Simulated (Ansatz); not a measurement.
iodoethane (C$_{2}$H$_{5}$I), singlet, geometry from GFN2-xTB (all electrons, no relativity). Base run: PBE/3-21G in Ansatz (a program for electronic structure).

Ansatz was given this input:
Ansatz 0.2 input:
```yaml
crystal:
  periodic: [false, false, false]
  atoms:
    - {symbol: C, position_ang: [-2.41282299, -0.33439221, -0.19734937]}
    - {symbol: C, position_ang: [-1.09297230, -1.03502268, -0.42130964]}
    - {symbol: I, position_ang: [0.58937418, 0.22523880, 0.10213485]}
    - {symbol: H, position_ang: [-2.53635536, -0.05580000, 0.84720779]}
    - {symbol: H, position_ang: [-3.22617604, -1.00502504, -0.47345954]}
    - {symbol: H, position_ang: [-2.48722794, 0.56497300, -0.80528000]}
    - {symbol: H, position_ang: [-1.00085071, -1.92477394, 0.19601841]}
    - {symbol: H, position_ang: [-0.95144947, -1.30054098, -1.46567976]}
basis:
  gaussian:
    orbitals: 3-21G.json
hamiltonian:
  xc: pbe
```
The basis file holds 3-21G in the JSON format of the Basis Set Exchange.

The base run was repeated with changes; each row names its change, and settings that it needs were set with it.

| change | basis functions | E (Eh) |
|---|---|---|
| base | 61 | -6968.63427 |
| basis = STO-3G | ___ | ___ |
| basis = def2-SV(P) | 64 | -376.72096 |
| basis = def2-SVP | 79 | -376.73251 |
| basis = def2-SVPD | 115 | -376.74056 |
| basis = 6-311G** | ___ | ___ |
| basis = def2-TZVP | 142 | -376.83267 |
| basis = def2-TZVPD | 178 | -376.83318 |
| basis = def2-TZVPP | 182 | -376.83445 |

Question: What belongs in the gaps?

Answer: 
- basis = STO-3G, basis functions: 42
- basis = STO-3G, E (Eh): -6930.37195
- basis = 6-311G**, basis functions: 128
- basis = 6-311G**, E (Eh): -6998.04796

Totals compare only among sets that treat the same electrons; sets with core potentials leave the core out.
